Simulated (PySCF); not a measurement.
In(H)2(OEt) (C2H7InO), SMILES C([O][InH2])C. Geometry optimised at B3LYP-D3(BJ)/def2-SVP. The structure was generated by enumeration; whether it is a known compound was not checked. The def2 effective core potentials stand for the cores of In; spin–orbit coupling is left out. Other conformers were not sampled.

Computed equilibrium geometry at B3LYP-D3(BJ)/def2-SVP (PySCF confirms it by a frequency run) as a Z-matrix, and its point group (one conformer of several):
point group Cs.
```
C
O 1 1.3986
H 1 1.1100 2 108.88
H 1 1.1100 3 105.65 2 116.81
C 1 1.5241 3 108.60 4 116.35
H 5 1.1024 1 110.77 3 -57.22
H 5 1.1035 6 107.76 1 -121.95
H 5 1.1035 6 107.76 7 -116.11
In 2 2.0145 1 132.55 3 -122.63
H 9 1.7190 2 107.15 1 180.00
H 9 1.7239 10 134.01 2 180.00
```
